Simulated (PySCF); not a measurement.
CH4ClNOSi2, SMILES Cl[Si@H]1OC=N[SiH2]1.

Coordinates come from a PBE-D3(BJ)/def2-SVP optimisation. The structure was generated by enumeration; whether it is a known compound was not checked.

Computed with PBE/def2-TZVP run with PySCF.

```yaml
total_energy: -1209.19494 hartree
highest_occupied_level: -6.29 eV
lowest_empty_level: -2.01 eV
orbital_gap: 4.28 eV
dipole_moment: 1.16 D
quadrupole, principal values (traceless, Buckingham form, about the centre of nuclear charge): -7.28, 1.28, 6.00 D·Å
mean_static_polarisability: 86.7 bohr³ (12.84 Å³)
polarisability_principal_values: 72.2, 85.5, 102.3 bohr³
```
